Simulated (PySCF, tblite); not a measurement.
Isomers of C7H10P2. Method: GFN2-xTB as coded in tblite; computed harmonic values from a numerical Hessian at the method's own geometry, unscaled. This tight-binding method is rough: wavenumbers can miss measured ones by several per cent, in bad cases by 10 to 20. Modes of hydrogen on phosphorus can be 10 to 20 % off. One conformer each.

Electronic energies: PBE0/pcSseg-1 single points on the GFN2-xTB geometries (PySCF, gas phase).

```csv
SMILES,"electronic energy, lowest = 0 (kJ/mol)"
Cc1cccc(PP)c1,0.0
CPc1ccccc1P,55.3
CCc1pccpc1C,50.3
CCc1cpc(C)cp1,41.5
```

Question: How do GFN2-xTB zero-point energies change the relative energies?

Answer: 
```json
{"SMILES": "Cc1cccc(PP)c1", "ZPE (kJ/mol)": "372.2", "of it from modes above 1550 cm⁻¹": "187.2", "electronic (kJ/mol)": "0.0", "with ZPE, lowest = 0 (kJ/mol)": "0.0", "lowest mode (cm⁻¹)": "2i", "rings": "1"}
{"SMILES": "CCc1cpc(C)cp1", "ZPE (kJ/mol)": "390.3", "of it from modes above 1550 cm⁻¹": "179.4", "electronic (kJ/mol)": "41.5", "with ZPE, lowest = 0 (kJ/mol)": "59.6", "lowest mode (cm⁻¹)": "41", "rings": "1"}
{"SMILES": "CCc1pccpc1C", "ZPE (kJ/mol)": "391.6", "of it from modes above 1550 cm⁻¹": "179.7", "electronic (kJ/mol)": "50.3", "with ZPE, lowest = 0 (kJ/mol)": "69.6", "lowest mode (cm⁻¹)": "75", "rings": "1"}
{"SMILES": "CPc1ccccc1P", "ZPE (kJ/mol)": "371.2", "of it from modes above 1550 cm⁻¹": "186.9", "electronic (kJ/mol)": "55.3", "with ZPE, lowest = 0 (kJ/mol)": "54.3", "lowest mode (cm⁻¹)": "79", "rings": "1"}
```

The zero-point energies span 20.4 kJ/mol, from `CPc1ccccc1P` to `CCc1pccpc1C`. Slightly imaginary modes are left out of the zero-point energy: `Cc1cccc(PP)c1` 2.0i cm⁻¹. The lowest isomer stays, but the order above it changes.

Question: And how do the electronic energies of GFN2-xTB itself compare?

Answer: `Cc1cccc(PP)c1` 0.0; `CCc1cpc(C)cp1` 107.4; `CCc1pccpc1C` 115.8; `CPc1ccccc1P` 60.3 kJ/mol, lowest = 0. Against the energies above, taken from the same isomer `Cc1cccc(PP)c1`, the largest difference is 65.9 kJ/mol.

Question: What do entropy and thermal enthalpy add at 298.15 K and 1 bar (rigid rotor, harmonic oscillator, one conformer each)?

Answer: 
```
       SMILES  point group  symmetry number  S (J/(mol K))  H − H(0) (kJ/mol)  ZPE + H − H(0) − TS (kJ/mol)
CCc1cpc(C)cp1           C1                1          427.3              30.03                         293.0
  CCc1pccpc1C           C1                1          410.9              29.01                         298.1
  CPc1ccccc1P           C1                1          406.9              28.77                         278.7
```

Not tabulated: `Cc1cccc(PP)c1` (lowest mode only 2i cm⁻¹).
